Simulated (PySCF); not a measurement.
Zn(I)2 anion (I₂Zn), SMILES [Zn]([I])[I] (connectivity only; charge and spin as stated), charge -1, multiplicity 2.

Coordinates come from a PBE-D3(BJ)/def2-SVPD optimisation. The multiplicity is an assumed one; other spin states were not compared. The isomer is the one that the SMILES or the coordinates give; other isomers of the formula were not compared. The def2 effective core potentials stand for the cores of I; spin–orbit coupling is left out.

These are PySCF 2.14.0 with PBE-D3(BJ)/def2-SVPD values and carry that method's errors.

Frequencies are harmonic and unscaled.

```json
[
 {"mode": "1", "ν (cm⁻¹)": "41", "IR (km/mol)": "0.0", "moving atoms (share of kinetic energy)": "I 78 %, Zn 22 %"},
 {"mode": "2", "ν (cm⁻¹)": "139", "IR (km/mol)": "5.0", "moving atoms (share of kinetic energy)": "Zn 57 %, I 43 %"},
 {"mode": "3", "ν (cm⁻¹)": "175", "IR (km/mol)": "51.7", "moving atoms (share of kinetic energy)": "Zn 75 %, I 25 %"}
]
```
